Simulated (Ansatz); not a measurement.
`C[SiH]([SiH3])[SiH3]` + H₂O → `C[SiH](O)[SiH3]` + SiH₄ at 700 K and 1 bar (formal hydrolysis of the Si–Si bond).

Computed with Ansatz on PBE0-D4/def2-TZVP structures; ΔE is electronic, products minus reactants. CCSD(T)/CBS adds triple-zeta CCSD(T) − MP2 to the extrapolated MP2 energy (def2 sets, frozen cores). This one scheme is used for every species. Each species was taken in one conformer, which may not be the lowest.

```json
{"species": "`C[SiH]([SiH3])[SiH3]`", "CCSD(T)/CBS energy (Eh)": "-911.30140", "H − E (kJ/mol)": "354.0", "S (J/(mol·K))": "550.4"}
{"species": "H₂O", "CCSD(T)/CBS energy (Eh)": "-76.37941", "H − E (kJ/mol)": "80.5", "S (J/(mol·K))": "218.4"}
{"species": "`C[SiH](O)[SiH3]`", "CCSD(T)/CBS energy (Eh)": "-696.24702", "H − E (kJ/mol)": "310.4", "S (J/(mol·K))": "495.7"}
{"species": "SiH₄", "CCSD(T)/CBS energy (Eh)": "-291.46306", "H − E (kJ/mol)": "115.5", "S (J/(mol·K))": "252.9"}
```

H − E and S are ideal-gas, rigid-rotor, harmonic terms from PBE0-D4/def2-TZVP, for one conformer and one mirror image of each species. 1 Eh = 2625.50 kJ/mol, R = 8.31446 J/(mol·K).

**Question.** By hand: ΔE, ΔH, ΔS and ΔG.

**Answer.** ΔE = (-696.24702) + (-291.46306) − (-911.30140) − (-76.37941) = -0.02927 Eh = -76.8 kJ/mol. Δ(H − E) = 310.4 + 115.5 − 354.0 − 80.5 = -8.6, so ΔH = -85.4 kJ/mol. ΔS = 495.7 + 252.9 − 550.4 − 218.4 = -20.2 J/(mol·K). ΔG = -85.4 − 700 × (-20.2)/1000 = -71.3 kJ/mol.

**Question.** By hand: the equilibrium constant, and the temperature at which ΔG would vanish if ΔH and ΔS stayed fixed.

**Answer.** log₁₀ K = −ΔG/(RT ln 10) = 5.3. ΔG = 0 at ΔH/ΔS = 4228 K, far beyond where these terms or the molecules hold.

ΔH outweighs TΔS. A doubt of 5 kJ/mol in ΔE shifts log₁₀ K by 0.4 here. Other conformers and mirror images would add mixing entropy, several J/(mol·K) or more a flexible species. These are equilibria of isolated gas molecules and say nothing of rates. Largest T1 diagnostic: 0.012 (customary marks: 0.02 for closed shells, 0.045 for open ones).
